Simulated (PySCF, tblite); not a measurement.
Isomers of C7H6N (doublet state), one GFN2-xTB conformer each. Single-point energies are computed at B3LYP/pcH-1 (PySCF, gas phase, no added dispersion term), electronic only. GFN2-xTB treats the open shell by occupation alone, and not every SCF solution was tested for stability.

| SMILES | GFN2-xTB relative energy (kJ/mol) |
| --- | --- |
| [H]/N=C\C1=CC(=C)[C]=C1 | 0.0 |
| [H]/[C]=C(/C#CC#N)CC | 65.2 |

Conformers: `[H]/[N:7]=[CH:6]\[C:5]1=[CH:8][C:2](=[CH2:1])[C:3]=[CH:4]1` (doublet state) with C4–C5–C6–N7 180°; `[H]/[C:1]=[C:2](/[C:3]#[C:4][C:5]#[N:6])[CH2:7][CH3:8]` (doublet state) with C1–C2–C7–C8 -112°.

**Question.** What does B3LYP/pcH-1 give for the same structures?

**Answer.** 
| SMILES | B3LYP/pcH-1 E (Eh) | B3LYP/pcH-1 (kJ/mol) | GFN2-xTB (kJ/mol) | point group |
| --- | --- | --- | --- | --- |
| [H]/N=C\C1=CC(=C)[C]=C1 | -324.96234 | 0.0 | 0.0 | Cs |
| [H]/[C]=C(/C#CC#N)CC | -324.95127 | 29.1 | 65.2 | C1 |

Both levels put the same isomer lowest. As drawn, the lower has an N–H bond, which the higher lacks.

**Question.** What happens when harmonic zero-point energies from GFN2-xTB frequencies are added?

**Answer.** 
```json
{"SMILES": "[H]/N=C\\C1=CC(=C)[C]=C1", "ZPE (kJ/mol)": "271.9", "electronic (kJ/mol)": "0.0", "with ZPE (kJ/mol)": "0.0"}
{"SMILES": "[H]/[C]=C(/C#CC#N)CC", "ZPE (kJ/mol)": "266.5", "electronic (kJ/mol)": "29.1", "with ZPE (kJ/mol)": "23.7"}
```

The zero-point energies span 5.4 kJ/mol. The order is unchanged.

**Question.** As an exercise, what shares would exp(−E/RT) give at 2000 K from these electronic energies alone (no entropy, no degeneracies)?

**Answer.** RT = 16.629 kJ/mol: [H]/N=C\C1=CC(=C)[C]=C1 85.2 %, [H]/[C]=C(/C#CC#N)CC 14.8 %.
